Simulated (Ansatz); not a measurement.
# Energy profile

The step: SiF₂ + HF → SiHF₃ ([F][SiH]([F])[F]); bonds formed: Si1–H4, Si1–F5; bonds broken: H4–F5 (atoms numbered as in the saddle structure below).

Si1  (0.139, -0.503, 0.143)
F2  (1.488, -0.375, -0.681)
F3  (-0.897, -1.094, -0.903)
H4  (-0.316, 0.673, 1.213)
F5  (-0.413, 1.301, 0.227)
(Å)

Electronic energies by CCSD(T) at an estimated basis limit (MP2 extrapolated from triple and quadruple zeta, plus CCSD(T) − MP2 in triple zeta), on PBE0-D4/def2-TZVP structures; SiHF3, singlet; no counterpoise correction. Ansatz 0.2.0; basis: def2-TZVPP and def2-QZVPP; cores frozen in the correlated methods. Extrapolation: Hartree–Fock as exp(−7.88 √X), correlation as X^−2.97.

Task: Give the profile in kcal/mol, counted from the separated reactants. (To be estimated.)

Result: The calculation gives:
```json
{"point": "separated: SiF2 (linked as [F][Si][F]; Si1, F2, F3; singlet) + HF (H4, F5; singlet)", "kcal/mol": "0.00"}
{"point": "start structure", "kcal/mol": "-1.90"}
{"point": "saddle", "kcal/mol": "20.85"}
{"point": "end structure", "kcal/mol": "-71.97"}
```

No T1 diagnostic of these runs exceeds 0.015. The restricted Hartree–Fock reference is unstable towards an unrestricted one at one or more of these structures. The start structure is not quite a true minimum (one mode of 59i cm⁻¹).

Losses and insertions of silylenes and their heavier kin drive the gas-phase chemistry of silicon and germanium vapour deposition.

For scale, one of the runs: CCSD(T)/def2-TZVPP, 149 basis functions (an equivalent command: `ansatz run in.yaml --threads 2`). Hardware: 2 CPU threads, shared host. Wall time 11 s; peak host memory 1.1 GiB.
